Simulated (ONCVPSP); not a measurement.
## Be (Z = 4): variants of one ONCV potential

Base potential:

ONCVPSP 4.0.1 input, shortened (lines: element, Z, core and valence counts, functional; n l f; lmax; l rc ep ncon nbas qcut; lloc lpopt rc5 dvloc0; l nproj debl; icmod fcfact rcfact), LDA (Perdew-Wang 92), scalar-relativistic:

```
  Be 4.00    1    1  -001012      upf
    1    0    2.00
    2    0    2.00
    2
    0    2.00    0.00    4    8    3.90
    1    1.75    0.14    3    7    4.80
    2    1.70    0.20    3    7    6.30
    4    2    1.65    0.00
    0    2    3.00
    1    1    1.10
    2    2    2.80
    0    0.00    0.00
```

In the p channel the program set the typed energies aside and used 0.050 Ha.

Cutoffs, loose and tight: the cutoffs (Ha) at which the residual kinetic energy of the hardest occupied pseudo-wave falls to 1 and 0.1 mHa per electron. They do not see the model core or the augmentation charge, which bear on the density cutoff. Test errors are all-electron minus pseudo excitation energies from the reference, over the configurations 2s1; 2s1.5; 2s1 2p1; 2s0 2p1. A dash means not determined; rows that change the core or the reference have their own tests. The largest error is taken over the tests solved by every variant that gives reliable tests at all: 2s1; 2s1 2p1; 2s1.5.

For the base: The cutoffs count occupied waves only; projector 2 of the s channel, the hardest unoccupied one, needs 15 Ha at the loose tolerance.

| change | outcome | cutoff, loose | cutoff, tight | bound ghosts | GHOST(+) flags above zero | largest test error (meV) |
| --- | --- | --- | --- | --- | --- | --- |
| base | generated, projector energies reset by the program | 5.3 Ha | 7.6 Ha | none | none | +17 |
| local potential polynomial inside 1.65 bohr (lpopt 2, dvloc0 4.5 Ha) | generated, projector energies reset by the program | 5.3 Ha | 7.6 Ha | none | none | +17 |
| functional PBE | generated, projector energies reset by the program | 5.2 Ha | 7.5 Ha | none | none | +8.2 |
| d: nbas 8 | generated, projector energies reset by the program | 5.3 Ha | 7.6 Ha | none | none | +17 |
| reference 2s0.5 | generated, projector energies reset by the program | 5.8 Ha | 9.6 Ha | none | none | +93 |
| s: rc 1.62; local potential polynomial inside 1.62 bohr (lpopt 2, dvloc0 0 Ha) | generated, projector energies reset by the program | 6.1 Ha | 10 Ha | none | none | +18 |
| s: rc 1.52; local potential polynomial inside 1.52 bohr (lpopt 2, dvloc0 0 Ha) | generated, projector energies reset by the program | 6.2 Ha | 9.6 Ha | none | none | +19 |
| s: debl 5.65 | generated, projector energies reset by the program | 5.3 Ha | 7.6 Ha | none | none | +18 |
| local potential polynomial inside 1.35 bohr (lpopt 5, dvloc0 0 Ha) | generated, projector energies reset by the program | 5.3 Ha | 7.6 Ha | none | none | +17 |
| p: qcut 4.9 | generated, projector energies reset by the program | 5.3 Ha | 7.6 Ha | none | none | +17 |

**Question.** What comes out with this change to the base: core correction polynomial model core, fcfact 0.45?

**Answer.** outcome: generated, projector energies reset by the program; cutoff, loose: 5.3 Ha; cutoff, tight: 7.6 Ha; bound ghosts: none; GHOST(+) flags above zero: none; largest test error (meV): +4.1.

**Question.** What comes out with this change to the base: s: qcut 2.6; p: qcut 3.2; d: qcut 4.2?

**Answer.** outcome: generated, projector energies reset by the program; cutoff, loose: 8.2 Ha; cutoff, tight: 38 Ha; bound ghosts: none; GHOST(+) flags above zero: none; largest test error (meV): +14.
